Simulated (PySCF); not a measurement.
CH7ClOSi3, SMILES C1[SiH2][SiH2][Si@@H](O1)Cl.

Geometry optimised at PBE0-D3(BJ)/def2-SVP. The structure was generated by enumeration; whether it is a known compound was not checked. One conformer was computed; it need not be the lowest.

The numbers are results of M06-2X/def2-TZVP run with PySCF, not measurements.

Gas-phase values at a fixed geometry.

Computed frontier levels, gap, dipole moment and polarisability:
```yaml
highest_occupied_level: -8.45 eV
lowest_empty_level: 0.05 eV
orbital_gap: 8.51 eV
dipole_moment: 1.67 D
quadrupole, principal values (traceless, Buckingham form, about the centre of nuclear charge): -4.38, -2.21, 6.59 D·Å
mean_static_polarisability: 106.3 bohr³ (15.75 Å³)
polarisability_principal_values: 91.6, 105.1, 122.0 bohr³
```
